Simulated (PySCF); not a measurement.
Computed IR spectrum (relative IR intensity) of a molecule C4H5NSi. Geometry: PBE-D3(BJ)/def2-SVP. Other conformers were not sampled. Computed with PBE-D3(BJ)/def2-SVP (PySCF). Frequencies are harmonic and unscaled.

Lines under 2 % of the strongest are left out, and lines within 2 cm⁻¹ are merged.

ν (cm⁻¹): 154 (vw), 458 (w), 503 (w), 535 (w), 615 (w), 649 (m), 744 (vs), 768 (m), 846 (w), 917 (vs), 932 (m), 1051 (w), 1096 (w), 1140 (m), 1211 (vw), 1353 (w), 1581 (w), 2166 (vs), 2181 (vs), 2256 (m), 2990 (w), 3057 (m) (against the strongest line: vs over 80 %, s over 45 %, m over 15 %, w over 4 %, vw less)

Task: Which molecule gave these data?
A) N#CC1=CC[SiH2]1
B) N#CC1=C[SiH2]C1
C) C#C[Si@H]1C=NC1
D) N#C[C@@H]1C=C[SiH2]1

Result: A, N#CC1=CC[SiH2]1
